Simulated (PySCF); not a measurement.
PySCF 2.14 output of an unrestricted LDA calculation on a single atom or ion in cc-pVDZ-DK, with the spin-free X2C one-electron Hamiltonian (Gaussian nucleus):

```
SCF conv_tol = 1e-09
number electrons alpha = 11  beta = 9
    P. A. M. Dirac.,  Math. Proc. Cambridge Philos. Soc. 26, 376 (1930)
    F. Bloch.,  Z. Phys. 57, 545 (1929)
    S. H. Vosko, L. Wilk, and M. Nusair.,  Can. J. Phys. 58, 1200 (1980)
cycle= 1 E= -761.952124161752  delta_E= -0.00594  |g|= 0.00795  |ddm|= 2.37
cycle= 2 E= -761.952148034315  delta_E= -2.39e-05  |g|= 0.00179  |ddm|= 0.174
cycle= 3 E= -761.952149486126  delta_E= -1.45e-06  |g|= 0.000449  |ddm|= 0.0371
cycle= 4 E= -761.952149586636  delta_E= -1.01e-07  |g|= 1.37e-05  |ddm|= 0.00902
cycle= 5 E= -761.952149586749  delta_E= -1.14e-10  |g|= 4.42e-07  |ddm|= 0.000244
converged SCF energy = -761.952149586749  <S^2> = 2.0001668  2S+1 = 3.0001112
```

The run itself started from symmetry-adapted Hartree-Fock orbitals and held the occupation by maximum overlap, on a logarithmic radial grid, so the iterations belong to that start.

Task: Which element, charge and spin multiplicity is this?

Result: Sc⁺ (scandium, charge +1), multiplicity 3; the state was [Ar] 3d1 4s1, high-spin 3D determinant.
